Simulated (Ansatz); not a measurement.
ZnNCl5H3²⁻, relaxed as a doublet with UKS r2SCAN-D4/def2-SVPD in Ansatz, starting from the r2SCAN-D4/def2-SVPD, loosely relaxed geometry of the charge -3 singlet. Force threshold 0.02 eV/Å.

A multiply charged anion in the gas phase is held together partly by the finite basis. The gap within one spin of the relaxed charge -2 doublet nearly closes, so an electron or hole may be smeared out by delocalisation error. The geometry of the relaxed charge -2 doublet is only loosely relaxed. In the doublet geometry the species has come apart into loosely held pieces.

Start:

```xyz
10

Zn    3.402   -0.663    1.924
N     1.423   -0.430    1.181
H     1.461   -0.028    0.246
H     0.904    0.190    1.799
H     0.966   -1.339    1.144
Cl    3.212    0.650    3.784
Cl   -3.037   14.836  -13.877
Cl    3.392   -2.927    2.214
Cl    4.534    0.179    0.132
Cl  -16.258  -10.470    1.453
```

```
step   energy (eV)  largest force component (eV/Å)  SCF passes
   1  -112550.3468                           0.045         219
   2  -112550.3535                           0.036          70
   3  -112550.3607                           0.023          67
   4  -112550.3703                           0.049         102
   5  -112550.3779                           0.053          63
   6  -112550.3845                           0.014          60
   7  -112550.3906                           0.025          63
   8  -112550.3966                           0.023          60
   9  -112550.4026                           0.013          66
  10  -112550.4084                           0.013          65
  11  -112550.4141                           0.013          52
```

Force components are those of the run's own axes.

End:

```xyz
10

Zn    3.635   -0.705    2.060
N     1.661   -0.473    1.316
H     1.699   -0.063    0.384
H     1.134    0.138    1.936
H     1.207   -1.383    1.269
Cl    3.465    0.606    3.918
Cl   -3.337   16.200  -15.126
Cl    3.637   -2.965    2.356
Cl    4.779    0.129    0.274
Cl  -17.880  -11.484    1.614
```

By distances, no bond broke or formed. The bond that changes most is Zn1–N2, from 2.13 to 2.12 Å (atoms count from 1).

The force fell under the threshold at step 6, but the optimiser went on and released 0.030 eV more. No frequencies were taken in this run, so the end may be a saddle point.

Hardware: 4 threads of Intel Xeon on a shared host. Wall time 4 min, peak host memory 0.87 GiB.
